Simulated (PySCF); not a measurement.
## Removing an electron from `[SiH3]C[Si]1(Cl)C=CC=C1`

C5H9ClSi2.
Z-matrix (Å and degrees, PBE0-D3(BJ)/def2-SVP geometry), rows numbered from 1:
```
Si
C   1  1.8849
Si  2  1.8668  1  115.75
Cl  3  2.0797  2  107.94  1   -64.53
C   3  1.8700  2  115.11  1    61.81
C   5  1.3478  3  106.28  2   118.50
C   6  1.4868  5  117.13  3     1.53
C   7  1.3477  6  117.14  5    -0.07
H   1  1.4926  2  110.66  3    61.76
H   1  1.4953  2  110.31  3  -177.78
H   1  1.4955  2  109.91  3   -58.26
H   2  1.1036  1  108.82  3  -122.50
H   2  1.1042  1  108.85  3   120.87
H   5  1.0914  3  130.84  2   -59.96
H   6  1.0957  5  123.55  3  -178.66
H   7  1.0958  6  119.33  5   179.72
H   8  1.0914  3  130.83  2    60.82
```

Level: CAM-B3LYP/def2-SVPD (PySCF). Frontier orbitals with their largest atomic shares (Löwdin; up to four atoms above 4 %):

```
orbital  ε (eV)                             main atoms
 HOMO−3  -10.54     Cl4 38 %, Si1 12 %, C2 8 %, C6 8 %
 HOMO−2   -9.89    Cl4 37 %, C5 19 %, Si3 13 %, C2 7 %
 HOMO−1   -9.77   Cl4 28 %, C2 18 %, C8 15 %, Si3 13 %
   HOMO   -8.27                                      ?
   LUMO   -0.82     C6 19 %, C7 18 %, C8 18 %, C5 18 %
 LUMO+1    1.06  Si1 26 %, Cl4 13 %, Si3 11 %, C2 10 %
 LUMO+2    1.49    Si1 16 %, C6 10 %, H15 9 %, H16 8 %
```

What vertical ionisation energy does ΔSCF give, and how far is −ε(HOMO) from it?

ΔSCF: 8.89 eV (858 kJ/mol; threshold wavelength 139 nm); ⟨S²⟩ of the doublet left behind is 0.770, against 0.75 for a pure doublet. −ε(HOMO) is 8.27 eV, 0.62 eV below it. For the exact functional −ε(HOMO) would equal the first vertical ionisation energy; CAM-B3LYP (range-separated hybrid) falls short of its own ΔSCF value by 7 %.

On which atoms does the HOMO lie?

C8 (alkene CH carbon) 25 %, C5 (alkene CH carbon) 25 %, C7 (alkene CH carbon) 18 %, C6 (alkene CH carbon) 18 %, so no atom holds as much as 40 %. The HOMO−1 lies 1.50 eV lower.

And the vertical electron affinity, the fundamental gap, Mulliken's electronegativity and the hardness (with the factor ½)?

EA = 0.25 eV by ΔSCF (−ε(LUMO) = 0.82 eV). IE − EA = 8.64 eV against an orbital gap of 7.45 eV; (IE + EA)/2 = 4.57 eV; (IE − EA)/2 = 4.32 eV.

The lowest singlet excitation (vertical TDDFT, same level) lies at 4.25 eV. How far is it below IE − EA?

IE − EA = 8.64 eV, so by 4.39 eV.

Shift the occupied levels rigidly so that −ε(HOMO) equals the ΔSCF value. What binding energies result?

The shift is +0.62 eV: HOMO 8.89, HOMO−1 10.39, HOMO−2 10.51, HOMO−3 11.16 eV. A rigid shift is only a rough guide to the deeper ionisations.

What kinetic energy would electrons from this vertical process carry with Lyman-α light (10.199 eV)?

10.20 − 8.89 = 1.31 eV.

Geometry: PBE0-D3(BJ)/def2-SVP, one conformer, isolated molecule.
